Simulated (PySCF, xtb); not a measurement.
SeFI, SMILES F[Se]I.

Harmonic wavenumbers (cm⁻¹) from GFN2-xTB (xtb) at its own minimum, in rising order: 159, 281, 484.

Task: What does B3LYP-D3(BJ)/def2-TZVP in PySCF give at its own minimum? (Estimate from the structure and the level; the computed values follow.)

Result: 161, 255, 638. Paired by order, the mean absolute difference is 61 cm⁻¹ and the zero-point energies are 1.3 and 1.5 kcal/mol.
